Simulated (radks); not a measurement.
Eu XLVIII, configuration [Ne] 3s2 3p4 (the NIST ground configuration).

Method: scalar-relativistic Kohn-Sham, SCAN, spin-polarised, spherical densities, finite nucleus; open shells are filled with parallel spins first (spin-orbit coupling, left out, can overturn this in heavy ions); meta-GGA in the generalised Kohn-Sham scheme; Fermi nuclear charge, rms radius 5.1115 fm; computed with a radial shooting solver on a logarithmic mesh with Libxc functionals.

Energy parts (hartree):
part                       energy
total                  -8746.3624
kinetic                 9498.5130
electron-nucleus      -19162.5349
Hartree                 1054.1847
exchange-correlation    -136.5252

Orbitals (lengths in bohr, moments of r in powers of bohr; r(90%) holds 90 % of the orbital's charge):
| orbital | occ. | eigenvalue (hartree) | r(90%) |
|---|---|---|---|
| 1s up | 1 | -1895.302 | 0.0403 |
| 1s down | 1 | -1895.058 | 0.0403 |
| 2s up | 1 | -403.8949 | 0.145 |
| 2s down | 1 | -403.7394 | 0.145 |
| 2p up | 3 | -372.7896 | 0.134 |
| 2p down | 3 | -372.5340 | 0.134 |
| 3s up | 1 | -158.4038 | 0.332 |
| 3s down | 1 | -157.5569 | 0.332 |
| 3p up | 3 | -148.7548 | 0.330 |
| 3p down | 1 | -147.9017 | 0.330 |

The highest occupied level is 3p down at -4024.6 eV. For comparison, the ionisation energy in NIST's Atomic Spectra Database is 4031 eV (theoretical). In exact Kohn-Sham theory the highest level is minus the ionisation energy, but local and semilocal functionals leave it too shallow, through self-interaction and a potential that decays too fast; potentials with the right tail come closer. The electron density at the nucleus is 6.065e+05 e/bohr^3 (large components only).

Empty levels of this run are not shown, since the potential may be unsettled where no density lies.
